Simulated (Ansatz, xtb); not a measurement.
## Loss of C2H6: C2H8OSi → SiH2O + C2H6

Species: C2H8OSi `CO[SiH2]C`, singlet; SiH2O `O=[SiH2]`, singlet; C2H6 (ethane) `CC`, singlet. 

Shapes, held fixed at every level: PBE0-D4/def2-TZVP. Flexible molecules stand in one conformer, not always the lowest. Programs: Ansatz 0.2.0, xtb 6.7.1. The zero-point and thermal change to 298 K, harmonic and unscaled (PBE0-D4/def2-TZVP), is -5.8 kJ/mol.

(1) Estimate ΔH(298 K) of this reaction.

## Answers

(1) The highest level, CCSD(T)/CBS estimate, gives ΔH(298 K) = +133.7 kJ/mol; the levels span -44.9 to +158.4. They disagree on the sign: 8 of 9 are positive. GFN2-xTB strays far from the other rows. The column of differences is taken from that level and isn't an error. No measured value is set beside it here. The CBS estimate extrapolates MP2 from def2-TZVPP and def2-QZVPP and adds CCSD(T) − MP2 in the triple-zeta set, cores frozen. Times are processor times on shared x86 and Arm servers, and rough.

| level | kind | ΔH(298 K) (kJ/mol) | less CCSD(T)/CBS estimate | CPU time (sum over the molecules) |
| --- | --- | --- | --- | --- |
| GFN2-xTB | semi-empirical | -44.9 | -178.6 | 0.091 s |
| SPW92/def2-TZVPP | LDA | +158.4 | +24.7 | 5.8 s |
| PBE0-D4/def2-TZVPP | global hybrid | +147.5 | +13.8 | 10 s |
| r2SCAN0-D4/def2-TZVPP | global hybrid | +154.1 | +20.4 | 14 s |
| wB97M-V/def2-TZVPP | range-separated hybrid | +140.3 | +6.6 | 37 s |
| B2PLYP/def2-TZVPP | double hybrid | +119.8 | -13.9 | 20 s |
| MP2/def2-SVP | perturbation theory | +125.1 | -8.6 | – |
| MP2/def2-TZVPP | perturbation theory | +124.7 | -9.0 | – |
| CCSD(T)/CBS estimate | coupled cluster or CI | +133.7 | 0.0 | 15 min |
